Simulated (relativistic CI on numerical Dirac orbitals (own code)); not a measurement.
**Ligand-field terms of d2**

Computed with a parametric ligand-field model of a d^n configuration (Racah B and C, spin-orbit zeta, crystal field), exact diagonalisation.

Field parameters in Wybourne normalisation: Oh B⁴₀ = 21Dq, B⁴₄ = √(5/14) B⁴₀. The field is a parameter set, without covalency.

B = 470 cm⁻¹, C = 2430 cm⁻¹ (C/B = 5.17), Oh, no spin-orbit coupling. Tanabe-Sugano data, E/B above the lowest term (Δ = |10Dq|; b, c mark the second and third term of a kind):

```csv
Δ/B,3T1,3T2,3A2,3T1(b),1T2,1E,1A1
1.0,0.00,0.81,1.81,15.62,15.69,16.15,23.32
3.0,0.00,2.49,5.49,16.97,16.22,17.05,25.18
5.0,0.00,4.22,9.22,18.44,16.56,17.38,26.87
7.0,0.00,6.00,13.00,20.00,16.76,17.47,28.37
9.0,0.00,7.82,16.82,21.63,16.87,17.48,29.70
11.0,0.00,9.66,20.66,23.32,16.92,17.45,30.86
13.0,0.00,11.53,24.53,25.06,16.94,17.40,31.87
15.0,0.00,13.42,28.42,26.83,16.95,17.35,32.74
17.0,0.00,15.32,32.32,28.64,16.94,17.30,33.48
19.0,0.00,17.23,36.23,30.46,16.93,17.25,34.13
21.0,0.00,19.16,40.16,32.31,16.91,17.21,34.69
23.0,0.00,21.09,44.09,34.18,16.90,17.16,35.17
25.0,0.00,23.03,48.03,36.06,16.88,17.12,35.60
27.0,0.00,24.97,51.97,37.95,16.86,17.09,35.97
29.0,0.00,26.92,55.92,39.85,16.84,17.06,36.30
31.0,0.00,28.88,59.88,41.76,16.83,17.02,36.59
33.0,0.00,30.84,63.84,43.68,16.81,17.00,36.85
35.0,0.00,32.80,67.80,45.61,16.79,16.97,37.08
37.0,0.00,34.77,71.77,47.54,16.78,16.95,37.29
39.0,0.00,36.74,75.74,49.48,16.77,16.92,37.47
41.0,0.00,38.71,79.71,51.42,16.75,16.90,37.64
43.0,0.00,40.68,83.68,53.37,16.74,16.88,37.80
45.0,0.00,42.66,87.66,55.32,16.73,16.86,37.94
47.0,0.00,44.64,91.64,57.27,16.72,16.85,38.07
```

The ground term stays 3T1.
